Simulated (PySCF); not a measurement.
## Correlation energy of Ca (calcium, neutral)

[Ar] 4s1 4p1, high-spin 3P determinant (an excited configuration). All numbers are calculated (PySCF 2.14, no relativity, point nucleus, in def2-QZVPPD). Frozen: [Ar]; 2 electrons correlated.

Total MP2 correlation energy: -1.74 mhartree.

Same-spin part -1.74 and opposite-spin part 0.00 mhartree; SCS-MP2 scales them by 1/3 and 6/5 to -0.58 mhartree.
